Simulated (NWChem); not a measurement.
Molecule: CH$_{5}$BrSi; SMILES [SiH2](C)Br

```xyz
8

Si     0.6256    -1.0437     0.0000
C     -0.8383    -2.2038     0.0000
Br    -0.0929     1.0750     0.0000
H      1.4681    -1.2252    -1.2164
H      1.4681    -1.2252     1.2164
H     -1.4616    -2.0441     0.8924
H     -0.4904    -3.2495     0.0000
H     -1.4616    -2.0441    -0.8924
```
Atoms are numbered in this order, from 1.

Results from NWChem. Pople sets run with spherical d functions. The geometry was optimised at PBE0/def2-SVP. Total energies compare along this basis series because the functional is fixed.

| level | basis functions | energy (Ha) | highest occupied level (eV) | orbital gap (eV) | dipole (D) | relative time |
|---|---|---|---|---|---|---|
| PBE0/STO-3G | 37 | -2872.4531 | -4.95 | 9.68 | 2.25 | 1 |
| PBE0/3-21G | 54 | -2890.1839 | -7.92 | 8.19 | 2.38 | 1 |
| PBE0/6-31G* | 74 | -2904.0129 | -8.16 | 8.29 | 2.32 | 4 |
| PBE0/6-311G** | 118 | -2904.3206 | -8.23 | 8.23 | 2.18 | 4 |

The last column is a rough cost ratio, cheapest run = 1.
